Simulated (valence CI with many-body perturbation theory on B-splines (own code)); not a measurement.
Xe XXIV: what each term of the Hamiltonian does

Calculated by configuration interaction combined with many-body perturbation theory (CI+MBPT): three valence electrons over a frozen Dirac-Fock core [Ar] 3d10, radial functions for each j: 11 s, 11 p, 9 d, 7 f, 5 g, 2 h, 1 i, with the one-electron correlation potential Σ1 (screened to all orders), the two-electron term Σ2, the three-electron term Σ3, Breit, model QED; selected single and double excitations, second order for the rest (own B-spline code, finite nucleus).

No measured spectrum was set against this ion. As an estimate, levels hold to about 250 cm⁻¹ or 0.2 % of their energy and the worst to 1 %, as in measured heavy ions of charge 2 to 7; those with d or f electrons hold less well.

Each rung adds one term. CI alone is the Dirac-Coulomb CI over the frozen core; QED comes last and gives the full result, which names the levels. Energies are above (4s^2 4p1/2) J=1/2 on the same rung, in eV.

Levels are named by their leading jj configuration (3d3/2^4 stands for four electrons in 3d with j = 3/2), which in mixed levels can hold well under half, so a name can repeat and another be missing. Letters in brackets count levels of one name in rising energy.

```tsv
Level	CI alone	Σ1	Σ2	Σ3	Breit	QED	Full
(4s^2 4p3/2) J=3/2	17.34	+0.116	+0.043	+0.001	-0.237	+0.029	17.29
(4s 4p1/2^2) J=1/2	49.26	+0.001	+0.289	+0.007	+0.194	-0.311	49.44
(4s 4p1/2 4p3/2) J=3/2 [a]	60.66	+0.096	+0.468	+0.012	-0.008	-0.284	60.94
(4s 4p1/2 4p3/2) J=5/2	65.12	+0.107	+0.341	+0.009	-0.044	-0.280	65.25
(4s 4p1/2 4p3/2) J=3/2 [b]	72.65	+0.110	0.000	+0.004	-0.042	-0.273	72.44
(4s 4p1/2 4p3/2) J=1/2	77.12	+0.101	-0.630	-0.004	+0.015	-0.290	76.31
(4s 4p3/2^2) J=5/2	81.69	+0.201	+0.316	+0.009	-0.245	-0.246	81.72
(4s 4p3/2^2) J=1/2	94.20	+0.216	-0.331	-0.006	-0.221	-0.258	93.60
(4s 4p3/2^2) J=3/2	95.49	+0.208	-0.696	-0.002	-0.229	-0.251	94.52
(4s^2 4d3/2) J=3/2	110.10	+0.084	-0.669	-0.001	-0.378	-0.031	109.11
(4s^2 4d5/2) J=5/2	113.19	+0.114	-0.628	0.000	-0.479	-0.014	112.18
(4p1/2^2 4p3/2) J=3/2	125.60	+0.092	-0.261	+0.007	+0.188	-0.585	125.05
(4p1/2 4p3/2^2) J=3/2	138.66	+0.193	-0.113	+0.013	-0.038	-0.551	138.16
(4p1/2 4p3/2^2) J=5/2	139.11	+0.185	+0.171	+0.014	-0.076	-0.528	138.88
(4p1/2 4p3/2^2) J=1/2	147.02	+0.208	-0.310	+0.001	-0.040	-0.554	146.33
(4s 4p1/2 4d3/2) J=3/2 [a]	147.31	+0.050	+0.379	+0.020	-0.164	-0.327	147.27
(4s 4p1/2 4d3/2) J=5/2	150.43	+0.069	+0.304	+0.019	-0.214	-0.324	150.29
(4s 4p1/2 4d5/2) J=7/2	155.78	+0.104	+0.258	+0.019	-0.318	-0.308	155.54
(4s 4p1/2 4d5/2) J=5/2 [a]	157.03	+0.088	-0.164	+0.011	-0.256	-0.320	156.39
```

The middle columns are the shifts that each term adds.

How does the ionisation energy move along the ladder, and which term matters most?

CI alone 736.79, + Σ1 738.30, + Σ2 738.12, + Σ3 738.08, + Breit 737.46, + QED 737.49 eV. The largest step is Σ1, 1.50 eV. NIST lists 736 ± 4 eV (theoretical).
